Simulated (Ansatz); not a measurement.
ethylenediamine cation (C2H8N2), SMILES NCCN (connectivity only; charge and spin as stated), charge +1, multiplicity 2.

The structure is a stationary point at PBE0-D3(BJ)/def2-SVP. The multiplicity is an assumed one; no other spin state was optimised. One conformer was computed; it need not be the lowest.

Two levels are set side by side: PBE/def2-SVPD (Ansatz, a program for electronic structure) and PBE0/def2-SVPD (Ansatz). Energy differences of separate SCF runs at the same geometry; the states with an electron removed or added have multiplicity 1 and 1. Differences are taken from unrounded values.

```tsv
quantity	PBE0
vertical ionisation energy (eV)	14.40
vertical electron affinity (eV)	6.96
```

Problem. What does PBE give, and how far is it from PBE0? (Estimate from the structure and the level; the computed values follow.)

Solution. 
```
quantity                           PBE  PBE minus PBE0
-------------------------------  -----  --------------
vertical ionisation energy (eV)  14.04           -0.36
vertical electron affinity (eV)   6.75           -0.21
```
